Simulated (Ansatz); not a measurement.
The same path of BF2H + ClH (6 atoms, charge 0, multiplicity 1) was run twice with different band settings. Lost on the way: B1–F2, Cl5–H6. Made: B1–Cl5, F2–H6.

Method: Ansatz, RKS PBE0-D4/def2-SVPD.

Relaxed end points:

```xyz
6
Properties=species:S:1:pos:R:3
B -0.010 -0.357 -0.079
F 0.005 -0.682 1.204
F 1.148 -0.305 -0.706
H -1.042 -0.179 -0.658
Cl 0.040 2.592 0.910
H 0.119 2.045 2.075
```

```xyz
6
Properties=species:S:1:pos:R:3
B 0.008 0.460 -0.411
F 0.019 -0.091 2.064
F 1.148 -0.144 -0.649
H -1.043 -0.098 -0.535
Cl 0.054 2.191 -0.041
H 0.074 0.796 2.318
```

Common settings: movable images 7; climbing image yes; spring 5.0 eV/Å²; optimiser quadratic models (default); start path through a guess of the saddle point; iteration limit 60; end points relaxed.

| run | force threshold |
| --- | --- |
| 1 | 0.03 eV/Å |
| 2 | 0.5 eV/Å |

What does each run give, and how far can it be trusted?

Run 1: converged after 28 iterations, highest image 1.054 eV above the first end. A vibrational analysis at the climbing image gives one clearly imaginary mode, 899i cm⁻¹: a first-order saddle point.
Run 2: converged after 7 iterations, highest image 1.065 eV above the first end. The threshold of 0.5 eV/Å is loose, so the images may lie well off the minimum-energy path. The order of the stationary point at the top wasn't checked.
The orbitals stay closed-shell, which can raise the energy where a bond breaks towards radicals; this wasn't checked here.
